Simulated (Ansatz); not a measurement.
BF5Si, SMILES `FB(F)[Si](F)(F)F`. The species carries charge 0 and has multiplicity 1.

Cartesian coordinates in Å:
```
F 1.284 -1.344 -1.182
B 0.894 -0.151 -0.799
F 1.506 0.892 -1.311
Si -0.607 0.094 0.542
F -0.096 0.867 1.818
F -1.788 0.929 -0.086
F -1.193 -1.288 1.018
```

(1) Give the diagnostics of a CCSD(T)/def2-TZVPP run (frozen core, Ansatz). (An estimate is asked.)

## Answers

(1) Ansatz gave: T1 = 0.0133, largest single amplitude 0.036, largest double 0.037, (T) share of the correlation energy 2.9 %, 9 CCSD cycles. The RHF solution is stable towards an unrestricted one. T1 lies under the customary mark of 0.02 for closed shells.
